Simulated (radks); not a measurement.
Question: Radial electron density D(r) = 4 pi r^2 rho(r) of an atom or ion with 13 electrons. All-electron calculation, Dirac Kohn-Sham, PBE, spin-unpolarised, spherical densities, point nucleus. Program: a radial shooting solver on a logarithmic mesh with Libxc functionals.

r (bohr),D(r) (e/bohr)
0.002097,4.260
0.002346,5.141
0.002603,6.107
0.002911,7.330
0.003256,8.768
0.003613,10.32
0.004042,12.25
0.004485,14.31
0.005016,16.82
0.00561,19.67
0.006225,22.61
0.006963,26.09
0.007788,29.86
0.008642,33.59
0.009666,37.76
0.01081,41.99
0.012,45.85
0.01342,49.76
0.01501,53.23
0.01665,55.87
0.01863,57.90
0.02083,58.93
0.02312,58.93
0.02586,57.92
0.02892,56.02
0.03209,53.73
0.0359,51.13
0.03983,49.09
0.04455,47.82
0.04983,48.02
0.05529,49.73
0.06185,53.15
0.06917,57.69
0.07676,62.09
0.08585,65.86
0.09603,67.40
0.1066,65.98
0.1192,61.03
0.1333,52.98
0.1479,43.81
0.1654,33.72
0.1851,25.08
0.2053,19.35
0.2297,15.85
0.2569,14.39
0.285,13.78
0.3188,12.80
0.3538,11.07
0.3957,8.426
0.4426,5.578
0.4911,3.313
0.5493,1.607
0.6144,0.6488
0.6817,0.2331
0.7625,0.06243
0.8529,0.01309
0.9464,0.002408
1.059,0.0002915

What is the nuclear charge?

Answer: Z = 46. The innermost maximum, from 1s, lies near gamma/Z bohr with gamma = sqrt(1 - (Z/c)^2) = 0.942, here 0.0205 bohr (found: 0.0220), and its height grows with Z. The density is that of the palladium ion Pd33+ in [Ne] 3s2 3p1; the configuration itself is not fixed sharply by these data, and Z only to a few units. D(r) has 2 maxima, at r = 0.0220, 0.0960 bohr, and minima at 0.0464 bohr, inside which lie 2.10 electrons.
